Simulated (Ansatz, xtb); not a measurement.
**Isomers of C6H5Cl2N in order of energy**

6 gas-phase structures of C6H5Cl2N, from a drawn sample of its isomers (lower ones may exist). Each was relaxed with GFN2-xTB; where two conformers were screened, the lower at r2SCAN-D4/def2-SVP is listed:

A. `N#C[C@H](C#CCCl)CCl`, a singlet
B. `CC(=C=CC#N)C(Cl)Cl`, a singlet
C. `N#C[C@@H]1CC=C1C(Cl)Cl`, a singlet
D. `C=C(C#N)C(=C)C(Cl)Cl`, a singlet
E. `C=C=CC(Cl)(Cl)CC#N`, a singlet
F. `N#CC#CC[C@H](Cl)CCl`, a singlet

**Question.** Which do you expect lowest at r2SCAN-D4/def2-SVP, and how would the others follow?

**Answer.** Calculated order at r2SCAN-D4/def2-SVP: D (0.0), C (2.5), F (3.2), B (4.6), E (8.0), A (17.8) kcal/mol. Less than 1 kcal/mol parts C and F, so the order within that pair means little.

Energies above the lowest of each column, in kcal/mol; the last columns are at PBE-D3(BJ)/def2-SVP geometries (a dash: not run or not comparable):

| structure | GFN2-xTB | HF/STO-3G | r2SCAN-D4/def2-SVP | PBE-D3(BJ)/def2-SVP | CCSD(T)/def2-SVP + ΔMP2/def2-TZVPP |
| --- | --- | --- | --- | --- | --- |
| D | 6.2 | 17.4 | 0.0 | 0.0 | 0.0 |
| C | 0.0 | 0.0 | 2.5 | 1.8 | 5.9 |
| F | 7.0 | 4.2 | 3.2 | 4.7 | 6.5 |
| B | 8.8 | 19.6 | 4.6 | 4.9 | 8.9 |
| E | 10.2 | 27.7 | 8.0 | 8.7 | 10.2 |
| A | 11.2 | 11.1 | 17.8 | 18.9 | – |

CCSD(T)/def2-SVP + ΔMP2/def2-TZVPP puts D lowest of those it was run on; GFN2-xTB picks C, HF/STO-3G picks C. Flexible structures stand in one conformer each, not always the lowest. Frequencies (GFN2-xTB) were run for B, C, D, E, F alone. ΔMP2 is the change of the MP2 energy from the smaller to the larger basis.

Over these structures GFN2-xTB departs from r2SCAN-D4/def2-SVP by 3.9 kcal/mol on average once a common shift is removed. A GFN2-xTB relaxation took about 0.18 s and the r2SCAN-D4/def2-SVP energy about 2.7 s on a shared host (Ansatz 0.2.0, xtb 6.7.1).
